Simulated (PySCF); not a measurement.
Compound: C2H6BBr3Te.
Atom-mapped SMILES: `[CH3:1][Te+:2]([CH3:3])[B-:4]([Br:5])([Br:6])[Br:7]` (hydrogens: H8, H9, H10 on C1; H11, H12, H13 on C3)

Level of theory: PBE0-D3(BJ)/def2-SVP geometry optimisation, gas phase, def2 core potentials past Kr (PySCF).

(1) List the bond lengths, angles and torsions at this level.

Answers

(1) 
```
                  bond  length (Å)   order
        C1–Te2, Te2–C3       2.135  single
                Te2–B4       2.319  single
B4–Br5, B4–Br6, B4–Br7       1.990  single
C1–H8 and 5 like bonds       1.098  single
```

Bonds in one row agree within 0.01 Å and their mean is given. Orders are formal, as drawn. A selection of angles:
```
     angle  degrees
 Te2–C1–H8    106.5
 Te2–C1–H9    109.9
  H8–C1–H9    110.8
 H8–C1–H10    110.0
 C1–Te2–C3     95.9
 C1–Te2–B4     97.5
Te2–B4–Br5    102.8
Te2–B4–Br6    108.6
Br5–B4–Br6    113.3
```

Dihedral angles: C1–Te2–B4–Br5 -72° (synclinal).

Te2 (tellurium bonded to B and 2 C) is pyramidal (angles 97.7°, 97.5° and 95.9°, sum 291.1°, 1.10 Å off the plane of its three neighbours). Of the pairs four or more bonds apart, Br6···H10 is among the closest relative to their van der Waals radii: 2.94 Å, 96 % of the sum of Bondi's values. B4 (four-coordinate boron) is distorted tetrahedral (angles from 102.8° to 114.2°).

Point group: Cs (every atom within 0.08 Å of its image). PBE0-D3(BJ)/def2-SVP frequencies: not computed here.

The run took 4.2 min wall on one thread of an Intel Xeon 6975P-C, on a shared host, and the process peaked at 1.3 GiB of memory. This is the geometry optimisation.
